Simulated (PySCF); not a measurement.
SiH₂Cl₂, SMILES Cl[SiH2]Cl. Geometry optimised at PBE-D3(BJ)/def2-TZVP. The isomer is the one that the SMILES or the coordinates give; other isomers of the formula were not compared.

Problem. Give the equilibrium geometry at PBE-D3(BJ)/def2-TZVP (PySCF confirms it by a frequency run) as Cartesian coordinates in Å, and its point group. (Estimate from the structure and the level; the computed values follow.)

Solution. point group C2v.
```xyz
5

Si     0.0000     0.0000    -0.7655
Cl     1.6876     0.0000     0.4086
Cl    -1.6876     0.0000     0.4086
H      0.0000     1.2375    -1.5872
H      0.0000    -1.2375    -1.5872
```
